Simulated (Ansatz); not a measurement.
Molecule: B2N, charge 0, multiplicity 2. It need not be the lowest isomer of its formula. 
Geometry from a B3LYP-D3(BJ)/def2-TZVP (Ansatz, a quantum-chemistry and plane-wave program) optimisation:
```
N
B 1 1.3108
B 1 1.3108 2 180.00
```
Charge 0, spin multiplicity 2.

Quantity: atomisation energy (electronic, to ground-state atoms), in kJ/mol. Valence correlation only, unless marked. Open shells are spin-unrestricted. Spin-orbit coupling is left out. Non-relativistic.  The program attaches cautions to a run behind LC-wPBE/def2-TZVPD: asymmetric forces.

```csv
level,program,atomisation energy (kJ/mol)
RI-HF/cc-pVQZ,Ansatz,719.9
PBE0/def2-SVP,Ansatz,1136.5
PBE0/def2-TZVPD,Ansatz,1114.7
PBE0/def2-QZVPP,Ansatz,1116.7
r2SCANh-D4/def2-TZVPD,Ansatz + dftd4,1102.0
r2SCAN0-D4/def2-TZVPD,Ansatz + dftd4,1063.9
r2SCAN0/def2-TZVPD,Ansatz,1062.6
HSE06-D3(BJ)/def2-TZVPD,Ansatz + dftd3,1122.5
HSE06-D4/def2-TZVPD,Ansatz + dftd4,1123.0
CAM-B3LYP-D3(BJ)/def2-TZVPD,Ansatz + dftd3,1097.7
LC-wPBE/def2-TZVPD,Ansatz,1071.7
RPA@PBE/cc-pVTZ,Ansatz,1001.4
RI-MP2/cc-pVQZ,Ansatz,1095.2
CCSDT(Q)/cc-pVDZ,Ansatz,960.0
```

The Hartree-Fock reference is unstable (checked in the largest basis), which strains HF and MP2. The T1 diagnostic of CCSD in the largest basis is 0.058, which is high, so the coupled-cluster rows are less sure than usual.
